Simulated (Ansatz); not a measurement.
```xyz
5

F     0.405    1.476    0.974
Ti    0.000    0.130   -0.039
F    -0.398    0.703   -1.625
Br    1.817   -1.315   -0.170
Br   -1.825   -0.995    0.860
```

Total charge 0; spin multiplicity 1.

Question: List the CAM-B3LYP/def2-TZVPP orbital energies in eV (Ansatz 0.2.0). (Best estimate.)

Answer: Computed: Occupied: -13141.57, -13141.57, -4873.23, -1703.06, -1703.06, -1534.79, -1534.79, -1534.77, -1534.77, -1534.76, -1534.76, -674.53, -674.53, -547.58, -458.14, -458.12, -458.11, -239.14, -239.14, -179.98, -179.98, -179.90, -179.90, -179.89, -179.89, -74.33, -74.33, -74.31, -74.31, -74.30, -74.30, -74.24, -74.24, -74.24, -74.24, -70.51, -46.58, -46.33, -46.08, -34.49, -34.26, -23.73, -23.56, -15.60, -15.57, -15.05, -14.97, -14.82, -14.29, -12.16, -11.87, -11.33, -10.84, -10.67, -10.32. Lowest empty: -2.62, -2.42, -2.07, -1.45, -1.18, 0.50, 2.62, 2.67.
